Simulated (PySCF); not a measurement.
C4H6BF, SMILES B(C#C)(F)CC.

Coordinates come from a PBE-D3(BJ)/def2-SVP optimisation. The structure was generated by enumeration, and PubChem lists no compound with its InChIKey, so it may never have been made. The values are those of a single conformer.

Two levels are set side by side: TDDFT-PBE/def2-SVPD (PySCF) and TDDFT-ωB97X/def2-SVPD (PySCF). Vertical, same geometry. The lowest singlet is HOMO→LUMO 100 % with PBE and HOMO→LUMO 93 % with the other functional; states are paired by order. Differences are taken from unrounded values.

```
quantity                               TDDFT-ωB97X  TDDFT-PBE  TDDFT-PBE minus TDDFT-ωB97X
-------------------------------------  -----------  ---------  ---------------------------
lowest singlet excitation (eV)                4.99       4.63                        -0.36
lowest triplet excitation (TDA) (eV)          4.47       4.21                        -0.26
first bright state (f over 0.05) (eV)         8.18       5.65                        -2.53
its oscillator strength                       0.07       0.08                         0.01
```

A lower first singlet is the usual sign of a functional without exact exchange. Differences between two approximate levels are no errors against the true value.

Rough cost on one machine, each run with all the roots and properties that it gave: TDDFT-ωB97X against TDDFT-PBE about 8 times.
